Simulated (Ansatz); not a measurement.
A search over several starts for the lowest SCF solution of Li₇H₈⁻ at the given spin, in a small basis.

```yaml
crystal:
  periodic: [false, false, false]
  atoms:
    - {symbol: Li, position_ang: [0.333451, -0.491024, 0.016642]}
    - {symbol: Li, position_ang: [1.544095, 0.956357, -1.713446]}
    - {symbol: Li, position_ang: [0.113766, 0.102888, -3.575089]}
    - {symbol: Li, position_ang: [-1.343507, -0.978586, -1.855212]}
    - {symbol: Li, position_ang: [1.347987, 0.972756, 1.855314]}
    - {symbol: Li, position_ang: [-0.249039, 0.096475, 3.568169]}
    - {symbol: Li, position_ang: [-1.513359, -1.001967, 1.714776]}
    - {symbol: H, position_ang: [-1.882856, -0.596994, 3.397964]}
    - {symbol: H, position_ang: [0.528222, -0.646638, -1.804252]}
    - {symbol: H, position_ang: [-1.547860, -1.024099, -0.076224]}
    - {symbol: H, position_ang: [0.982986, 1.385132, 3.537783]}
    - {symbol: H, position_ang: [1.355726, 1.372997, -3.423580]}
    - {symbol: H, position_ang: [0.348294, -0.645234, 1.848124]}
    - {symbol: H, position_ang: [1.521005, 1.063780, 0.074698]}
    - {symbol: H, position_ang: [-1.538911, -0.565833, -3.565668]}
basis:
  gaussian: {orbitals: def2-SVP}
total_charge: -1
magnetization: {spin_polarized: true, initial_magnetization: 0}
hamiltonian: {xc: pbe0, dispersion: d4}
output: {orbitals: {seedname: orbitals}}
```

```sh
$ ansatz run in.yaml --threads 4 --pin off --events-out ev --progress --plain --max-ram 3916MiB
```

It prints (some lines left out):

```
Functional definition: PBE0
1311 factors; integrals over basis functions are off by at most 7.5e-4 eV
mean field evaluation 1: about -1558.6527 eV, gradient 1.6e1 eV
mean field evaluation 2: about -1560.8404 eV, gradient 4.8e0 eV
mean field evaluation 4: about -1561.0989 eV, gradient 2.8e-1 eV
mean field evaluation 8: about -1561.1927 eV, gradient 7.1e-3 eV
mean field -1561.19271352 eV, -57.3727740075 hartree, gradient 1.8e-5 eV, S^2 0.000000; 0 other end points of the search recorded, 0 dependent functions left out
reference -1561.19278099 eV, -57.3727764868 hartree; 15, 15 occupied and 88, 88 virtual orbitals, 1311 factors
Total energy: -1561.50711126 eV, -57.3843279114 hartree
```

It took 2.2 s on 4 threads of Arm Neoverse V2 on a shared host.

The structure comes from a short search, and lower isomers may exist.
